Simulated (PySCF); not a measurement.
A structure optimised at PBE-D3(BJ)/def2-TZVP, used in a PySCF frequency run:

```xyz
9

C      0.0000    -0.7742     0.8525
C      0.0000     0.7742     0.8525
Si     0.0000     0.0000    -0.8423
H      0.9092    -1.2619     1.2102
H     -0.9092    -1.2619     1.2102
H     -0.9092     1.2619     1.2102
H      0.9092     1.2619     1.2102
H      1.2548     0.0000    -1.6393
H     -1.2548     0.0000    -1.6393
```

Problem. Write its SMILES, formula and point group.

Solution. C1C[SiH2]1, C2H6Si, C2v

Problem. What are its rotational constants (standard atomic weights)?

Solution. 18.495, 9.1606, 7.2737 GHz
